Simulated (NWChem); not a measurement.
InH2O2Cl; SMILES [OH][In]([OH])[Cl]

```xyz
6

In    -0.0066     0.2589     0.0000
Cl    -0.0313    -2.0747     0.0000
O     -1.7295     1.2363     0.0000
H     -1.5818     2.1904     0.0000
O      1.7246     1.2346     0.0000
H      2.4743     0.6269     0.0000
```
Atoms are numbered in this order, from 1.

All runs use the structure optimised with PBE0/def2-SVP. def2 effective core potentials on In; no spin-orbit coupling.

Symmetry labels are those of Cs in the frame above (b1 and b2, or b-type labels, depend on it).

Problem. List the 6 lowest vertical singlet excitations from Hartree-Fock/def2-SVP with def2 effective core potentials on In, TDHF (NWChem).

Solution. 
| state | energy (eV) | oscillator strength | symmetry | leading excitation (squared amplitude) |
|---|---|---|---|---|
| S1 | 6.85 | 0.000 | a" | HOMO−3 → LUMO (0.85) |
| S2 | 7.04 | 0.003 | a" | HOMO−1 → LUMO (0.63) |
| S3 | 7.16 | 0.098 | a' | HOMO → LUMO (0.85) |
| S4 | 7.65 | 0.112 | a" | HOMO−5 → LUMO (0.58) |
| S5 | 7.82 | 0.113 | a' | HOMO−4 → LUMO (0.40) |
| S6 | 8.00 | 0.143 | a' | HOMO−2 → LUMO (0.34) |
